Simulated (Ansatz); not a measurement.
System: C3H7Si (charge 0, doublet). It need not be the lowest isomer of its formula. 
Geometry from a B3LYP-D3(BJ)/def2-TZVP (Ansatz, a first-principles code) optimisation:
```
C
H 1 1.0884
C 1 1.3895 2 116.54
C 3 1.3772 1 125.04 2 0.00
H 4 1.0811 3 121.48 1 180.00
H 4 1.0830 5 117.54 3 -180.00
H 3 1.0875 4 117.18 5 0.00
Si 1 1.8511 2 118.85 3 -180.00
H 8 1.4825 1 109.26 2 180.00
H 8 1.4850 9 109.12 7 -121.62
H 8 1.4850 9 109.12 10 -116.77
```
Charge 0, spin multiplicity 2.

Computed values are from Ansatz. Correlated levels leave the core frozen unless marked. Open shells are spin-unrestricted. No spin-orbit coupling. No relativistic terms. Basis-set limits of correlation are two-point, X^-3; Hartree-Fock from the larger set.

The UHF reference is spin-contaminated (<S^2> 0.20 over the pure value in the largest basis). 

Question: What is the total energy at CCSD(T)/CBS(aug-cc-pV(T+d)Z,aug-cc-pV(Q+d)Z)?

Answer: -407.3626 Eh.

Question: What is the dipole moment at CCSD(T)/aug-cc-pV(D+d)Z?

Answer: 0.87 D.

Question: What is the T1 diagnostic at CCSD/aug-cc-pV(Q+d)Z?

Answer: 0.026.

Question: What is the atomisation energy De at CCSD(T)/CBS(aug-cc-pV(T+d)Z,aug-cc-pV(Q+d)Z)?

Answer: 4083.1 kJ/mol.
